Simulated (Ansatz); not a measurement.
Reaction: CH5OSi (SMILES O[CH][SiH3], doublet) → CH5OSi (SMILES [SiH](C)O, doublet)
Each species at its own B3LYP-D3(BJ)/def2-TZVP minimum (Ansatz, a first-principles code), one conformer.

Total energies in hartree (Ansatz). Radicals and triplets start from unrestricted determinants; spin-orbit coupling is neglected. Cores are frozen in correlated methods. No relativity.

```tsv
species	HF/cc-pV(T+d)Z	CCSD(T)/cc-pV(T+d)Z	HF/cc-pV(Q+d)Z	CCSD(T)/cc-pV(Q+d)Z	CCSD(T)/cc-pV(D+d)Z	CCSDT(Q)/cc-pV(D+d)Z
1: CH5OSi (SMILES [SiH3][CH]O, doublet)	-404.57989	-405.15099	-404.59288	-405.19915	-404.99127	-404.99325
2: CH5OSi (SMILES O[SiH]C, doublet)	-404.64980	-405.22622	-404.66300	-405.27516	-405.05536	-405.05727
```

**Question.** Work out the isomerisation energy (electronic) in kcal/mol: take Hartree-Fock from cc-pV(Q+d)Z, extrapolate the CCSD(T) correlation energy as X^-3 (X = 3, 4), and add CCSDT(Q) - CCSD(T) in cc-pV(D+d)Z. 1 hartree = 627.51 kcal/mol.

**Answer.** 
Species 1: correlation (64·(-0.60627) - 27·(-0.57110))/37 = -0.63193; step -0.00198; E1 = -404.59288 + (-0.63193) + (-0.00198) = -405.22679
Species 2: correlation (64·(-0.61216) - 27·(-0.57642))/37 = -0.63824; step -0.00191; E2 = -404.66300 + (-0.63824) + (-0.00191) = -405.30315
-1·E1 +1·E2 = -0.07636 hartree = -47.9 kcal/mol.
